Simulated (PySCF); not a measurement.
## Diatomics of Y with the chalcogens

PBE0 with triple-zeta basis sets in PySCF, for the lowest determinant that a PBE0 search found; no spin–orbit coupling. De refers to high-spin ground-configuration atoms. A positive dipole means M(−)Y(+).

| M | basis | state (unpaired electrons) | Re (Å) | ωe (cm⁻¹) | De (eV) | μ (D) |
| --- | --- | --- | --- | --- | --- | --- |
| O | def2-TZVPP | doublet (σ ↑) | 1.782 | 898 | 7.18 | 4.52 |
| S | x2c-TZVPPall | doublet (σ ↑) | 2.262 | 506 | 5.51 | 6.27 |
| Se | x2c-TZVPPall | doublet (σ ↑) | 2.394 | 351 | 4.92 | 6.46 |

The shortest bond is that of YO (1.782 Å), the longest that of YSe (2.394 Å). YO is bound most strongly (7.18 eV) and YSe least (4.92 eV).

The rows differ in basis set, which adds steps of its own.

Down a group the atoms grow and get heavier, so bonds lengthen and wavenumbers fall; this series shows no clear exception.

The metal atom is held in its measured ground configuration; semilocal functionals can put another filling of s and d lower by some tenths of an eV, and De to that atom would be smaller. Spin–orbit coupling is left out, which matters for elements this heavy, above all for dissociation energies. The state is the lowest single determinant that the PBE0 search found; with open d or f shells the true ground state can be another one.
